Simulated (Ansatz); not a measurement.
Cost and result for the atomization energy of C₂H₇B₂N, SMILES `BC1BNC1` (12 atoms, 12 bonds).

```json
{"atom": "B1", "x (Å)": "1.2658", "y (Å)": "-0.7562", "z (Å)": "-0.8983"}
{"atom": "C2", "x (Å)": "0.6792", "y (Å)": "0.3498", "z (Å)": "-0.0470"}
{"atom": "B3", "x (Å)": "-0.7959", "y (Å)": "0.5478", "z (Å)": "-0.7377"}
{"atom": "N4", "x (Å)": "-1.4195", "y (Å)": "0.2082", "z (Å)": "0.4519"}
{"atom": "C5", "x (Å)": "-0.1804", "y (Å)": "0.0214", "z (Å)": "1.1927"}
{"atom": "H6", "x (Å)": "0.9190", "y (Å)": "-1.8953", "z (Å)": "-0.7365"}
{"atom": "H7", "x (Å)": "2.0042", "y (Å)": "-0.5016", "z (Å)": "-1.8072"}
{"atom": "H8", "x (Å)": "1.2213", "y (Å)": "1.2968", "z (Å)": "-0.0114"}
{"atom": "H9", "x (Å)": "-1.2322", "y (Å)": "0.8611", "z (Å)": "-1.8011"}
{"atom": "H10", "x (Å)": "-2.3577", "y (Å)": "0.1210", "z (Å)": "0.8048"}
{"atom": "H11", "x (Å)": "-0.0536", "y (Å)": "0.7402", "z (Å)": "2.0079"}
{"atom": "H12", "x (Å)": "-0.0502", "y (Å)": "-0.9932", "z (Å)": "1.5817"}
```

The species carries charge 0 and has multiplicity 1. Geometry: relaxed with PBE0-D4/def2-TZVP. Program: Ansatz. All runs use 4 threads of a server CPU on a shared host. Times are those of one run each, without the atoms' runs, and a repeat can differ threefold. Electronic energies, without spin–orbit coupling; frozen cores. CCSD(T)/CBS adds CCSD(T) − MP2 in def2-TZVPP to the MP2 limit, and its time is that of the two runs behind it. T1 = 0.014.

CCSD(T)/CBS is a level of theory with its own doubt, some kJ/mol a heavy atom from the limit and from the frozen cores, so smaller differences don't rank the functionals.

```csv
level,functions,wall time,atomization (kcal/mol),difference from CCSD(T)/CBS,per bond
revPBE-D4/def2-TZVPP,253,10 s,1122.0,7.9,0.7
BLYP-D4/def2-TZVPP,253,11 s,1121.4,7.3,0.6
BHLYP-D4/def2-TZVPP,253,11 s,1097.7,-16.4,-1.4
CAM-B3LYP-D4/def2-TZVPP,253,11 s,1130.2,16.1,1.3
CCSD(T)/def2-SVP,105,12 s,1070.6,-43.5,-3.6
B2PLYP/def2-TZVPP,253,16 s,1112.4,-1.7,-0.1
r2SCAN-D4/def2-TZVPP (with forces),253,17 s,1126.0,11.9,1.0
ωB97X-V/def2-TZVPP,253,19 s,1124.4,10.3,0.9
ωB97M-V/def2-TZVPP (with forces),253,22 s,1127.5,13.4,1.1
B97M-V/def2-TZVPP,253,24 s,1125.3,11.2,0.9
MP2/def2-QZVPP,495,63 s,1123.0,8.9,0.7
CCSD(T)/def2-TZVPP,253,2.8 min,1088.4,-25.7,-2.1
CCSD(T)/CBS(def2),–,3.9 min,1114.1,0.0,0.0
```

Leaving LDA and LC-ωPBE aside and taking each functional with its dispersion term where it has one, the values, not all of them listed here, spread over 51.3 kcal/mol, from BHLYP-D4 to PBE-D4. LDA lies +137.1 kcal/mol from PBE without D4, its usual overbinding. From BLYP to BHLYP (50 % exact exchange), in def2-TZVPP and without D4, the atomization energy moves by −17.8 kcal/mol: exact exchange takes away binding that semilocal exchange gives to molecules. The D4 term adds +8.4 kcal/mol with B3LYP and +4.4 kcal/mol with PBE0; it sums over pairs of atoms, weighted by their polarisabilities, and B3LYP, whose exchange is more repulsive, gets the larger term.

B3LYP here is the variant with VWN-RPA as its local correlation; programs differ in this.
